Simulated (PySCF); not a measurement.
UHF on H (hydrogen, neutral), 3d1, 2D determinant (an excited configuration). Computed with PySCF 2.14 in aug-cc-pVTZ-DK, with the spin-free X2C one-electron Hamiltonian (Gaussian nucleus).

```
cycle= 1 E= 0.435601299913358  delta_E= -5.55e-17  |g|= 3.05e-16  |ddm|= 9.04e-16
converged SCF energy = 0.435601299913358  <S^2> = 0.75  2S+1 = 2
```

Highest occupied orbital energy: 11.853 eV; ⟨L²⟩ = 6.00; populations by l: s 0.00, p 0.00, d 1.00.

Task: Can this result be used?

Result: Not for this state. The run converged. The outer electron is Rydberg-like, and this basis confines it to a smaller radius and binds it less than a complete one would. At UHF the highest occupied level has a positive energy, so only the finite basis holds that electron; for this excited configuration the basis is too tight for the outer shell.
